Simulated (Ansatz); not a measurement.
A series at Si: from orthosilicic acid, ligands are replaced one by one, each step taking up H₂ and setting free H₂O; n counts the steps. Ansatz, PBE0-D4/def2-TZVP geometries. Each molecule was computed in one conformer, which needn't be the lowest.

```
n        molecule  HOMO energy, ωB97M-V/def2-TZVPP (eV)
0  `O[Si](O)(O)O`                                -11.59
1    `O[SiH](O)O`                                     ?
2      `O[SiH2]O`                                -11.20
3       `O[SiH3]`                                -11.07
4            SiH₄                                -12.14
```

**Question.** By hand: fit a straight line y = ȳ + b (n − n̄) to the 4 given rows and predict n = 1.

**Answer.** n̄ = 2.250, ȳ = -11.500; Σ(n − n̄)(y − ȳ) = -0.670, Σ(n − n̄)² = 8.750, so b = -0.077 eV a step. Prediction: -11.500 + (-0.077) × (-1.250) = -11.40 eV.

**Question.** By hand: compare with the computed value, -11.44 eV, and give the steps along the whole series.

**Answer.** The line misses by -0.04 eV (computed minus predicted). Steps: 0.15, 0.24, 0.13, -1.07 eV.

The steps change sign along the series, so a line is a poor guide. The highest orbital can change its character along such a series. The miss is 3.7 % of the series' range.
